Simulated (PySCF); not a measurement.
C7H10N2.
Bonds: C1–C2, C2–C3, C3–N4 (aromatic), N4–N5 (aromatic), N5–C6 (aromatic), C6–C7 (aromatic), C7–C8 (aromatic), C8–C9, C3–C8 (aromatic). Hydrogens: H10, H11, H12 on C1; H13, H14 on C2; H15 on C6; H16 on C7; H17, H18, H19 on C9.

NICS = −σ at a ghost point: NICS(0) at the centroid of the ring atoms, NICS(1) 1 Å to either side along the normal of their mean plane, zz for the tensor component along that normal. Level: GIAO CAM-B3LYP/pcSseg-1 (PySCF, non-relativistic, gas phase) on the PBE0-D3(BJ)/def2-SVP geometry, one conformer.

Ring bond lengths (Å): C3–N4 1.329, N4–N5 1.316, N5–C6 1.324, C6–C7 1.397, C7–C8 1.385, C8–C3 1.416.

Task: Give the NICS values of each ring in ppm.

Result: 
```json
{"ring": "C3–N4–N5–C6–C7–C8", "type": "6-membered ring with 2 N; formal bonds all aromatic", "NICS(0)": "-5.7", "NICS(1), two faces": "-11.5 / -11.5", "NICS(1)zz, two faces": "-27.5 / -27.5", "rms pucker (Å)": "0.00", "centre to ring atoms, mean (Å)": "1.36"}
```

Task: What can be read from them?

Result: 
- C3–N4–N5–C6–C7–C8: mean NICS(1)zz -27.5 ppm, shielded, aromatic by this magnetic criterion (flat ring, no four-coordinate atom). NICS(0) lies 6 ppm above the mean NICS(1).

Task: How equal are the bonds by HOMA? Use HOMA with the parameters of Krygowski (1993).

Result: 
- C3–N4–N5–C6–C7–C8: HOMA 0.96; the largest term is that of C8–C3, α(R − Ropt)² = 0.21. The geometric and the magnetic index point the same way.

Task: What is the mean of the two in-plane components of NICS at the second NICS(1) probe listed for ring C3–N4–N5–C6–C7–C8, 1 Å off the ring?

Result: The isotropic value is a third of the trace: (3 × -11.5 − (-27.5))/2 = -3.5 ppm.

Task: Give the inner angles of the rings.

Result: 
- C3–N4–N5–C6–C7–C8: C3 122.3°, N4 121.4°, N5 119.4°, C6 123.0°, C7 118.2°, C8 115.7°; sum 720.0° against 720° for a flat convex ring.

Task: How shielded are the nuclei of the rings and their hydrogens (means over atoms taken as equivalent)?

Result: 
```tsv
atoms	environment	σ isotropic (ppm)
C3	substituted aromatic carbon	13.3
N4	pyridine-type nitrogen	-198.9
N5	pyridine-type nitrogen	-203.2
C6	aromatic CH next to a ring nitrogen	24.2
C7	aromatic CH carbon	49.4
C8	substituted aromatic carbon	40.5
H15	aromatic hydrogen	22.30
H16	aromatic hydrogen	24.37
```

Task: How do the values depend on the level or the medium?

Result: 
| level | NICS(0), C3–N4–N5–C6–C7–C8 | mean NICS(1)zz, C3–N4–N5–C6–C7–C8 |
| --- | --- | --- |
| CAM-B3LYP/pcSseg-1, gas | -5.7 | -27.5 |
| PBE0/pcSseg-1, gas | -5.7 | -27.5 |
| PBE0/pcSseg-1, IEF-PCM benzene | -5.6 | -27.3 |
| PBE0/pcSseg-1, IEF-PCM dichloromethane | -5.5 | -27.1 |

The geometry is the same throughout; the continuum's cavity takes Bondi-type radii × 1.2.

Conformer computed: `[CH3:1][CH2:2][c:3]1[n:4][n:5][cH:6][cH:7][c:8]1[CH3:9]`: C1–C2–C3–N4 0°.
